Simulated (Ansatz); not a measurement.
AlBF2H2O, SMILES `O[B](F)[AlH][F]` from Hartree–Fock to CCSD(T)

Cartesian coordinates in Å:
```
O -1.775 0.476 -0.485
B -0.614 0.714 0.166
F -0.585 1.844 0.866
Al 1.111 -0.584 0.130
F 2.465 -0.150 0.968
H -1.788 -0.342 -0.986
H 1.185 -1.959 -0.658
```

Charge 0, multiplicity 1. The geometry is a stationary point of PBE0-D4/def2-TZVP. It is one conformer, not always the lowest. Frozen core, restricted reference, the Gaussian-basis code of Ansatz. CBS rows extrapolate triple and quadruple zeta.

| basis | HF (Eh) | MP2 corr. | CCSD corr. | (T) | CCSD(T) total |
| --- | --- | --- | --- | --- | --- |
| def2-TZVPP | -541.82745 | -0.90478 | -0.92124 | -0.02923 | -542.77792 |
| def2-QZVPP | ? | ? | -0.99365 | -0.03430 | ? |
| CBS(def2) | -541.85195 | -1.04577 | ? | ? | ? |

Fill in the withheld values. (Best estimate.)

Computed: def2-QZVPP HF (Eh): -541.84898; def2-QZVPP MP2 corr.: -0.98577; def2-QZVPP CCSD(T) total: -542.87693; CBS(def2) CCSD corr.: -1.04729; CBS(def2) (T): -0.03805; CBS(def2) CCSD(T) total: -542.93729.
